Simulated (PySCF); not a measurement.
A side-by-side comparison of computed properties.

First species: C4H10ClFSi.
SMILES: `C[C@]([SiH3])(Cl)CCF`

Second species: C4H10ClFSi.
SMILES: `CC(C)C[Si@@H](F)Cl`

Levels: wB97X-D/def2-SVPD for dipole moment, HOMO energy, LUMO energy, HOMO–LUMO gap, static isotropic polarisability and electronic spatial extent ⟨r²⟩ about the centre of nuclear charge; TDDFT wB97X-D/def2-SVPD for lowest singlet excitation; TDA wB97X-D/def2-SVPD for lowest triplet excitation (Tamm–Dancoff); GFN2-xTB for rotational constant A and rotational constant C. Geometries: GFN2-xTB. Each structure is a single optimised conformer of the isolated species, non-relativistic unless stated. Electronic properties by PySCF.

Dipoles, sizes and rotational constants follow the conformer. The torsions of the flexible species, by atom-mapped SMILES:
- `[CH3:1][C@:2]([SiH3:3])([Cl:4])[CH2:5][CH2:6][F:7]`: C1–C2–C5–C6 -178°, C2–C5–C6–F7 72°
- `[CH3:1][CH:2]([CH3:3])[CH2:4][Si@@H:5]([F:6])[Cl:7]`: C1–C2–C4–Si5 -62°, C2–C4–Si5–F6 -164°

| property | column X | column Y |
| --- | --- | --- |
| dipole moment | 2.03 D | 2.44 D |
| HOMO energy | -9.85 eV | -10.49 eV |
| LUMO energy | 1.96 eV | 1.96 eV |
| HOMO–LUMO gap | 11.81 eV | 12.45 eV |
| lowest singlet excitation | 6.87 eV | 7.85 eV |
| lowest triplet excitation (Tamm–Dancoff) | 6.21 eV | 7.42 eV |
| static isotropic polarisability | 88.9 au | 84.7 au |
| electronic spatial extent ⟨r²⟩ about the centre of nuclear charge | 1166 bohr² | 1433 bohr² |
| rotational constant A | 2.034 GHz | 2.591 GHz |
| rotational constant C | 1.180 GHz | 0.844 GHz |

(1) Which column belongs to which species?

(2) How does each property change from the first species to the second?

Results:

(1) Column X is the first species and column Y the second. The first has 17 atoms and 74 electrons, the second 17 and 74.

(2) dipole moment +0.41 D; HOMO energy -0.64 eV; LUMO energy 0.00 eV; HOMO–LUMO gap +0.64 eV; lowest singlet excitation +0.98 eV; lowest triplet excitation (Tamm–Dancoff) +1.21 eV; static isotropic polarisability -4.2 au; electronic spatial extent ⟨r²⟩ about the centre of nuclear charge +267 bohr²; rotational constant A +0.557 GHz; rotational constant C -0.336 GHz.

On the first: The principal polarisabilities are 86.1, 88.8 and 91.7 au; their mean is the isotropic value. The dipole equals about 6.8 × 10⁻³⁰ C·m (1 D = 3.33564 × 10⁻³⁰ C·m).

On the second: S1 lies 4.60 eV below the HOMO–LUMO gap; its leading configuration is HOMO→LUMO, weight 0.74. No computed singlet falls in the visible range (750 to 380 nm, 1.65 to 3.26 eV); S1 lies 4.59 eV above its blue end.
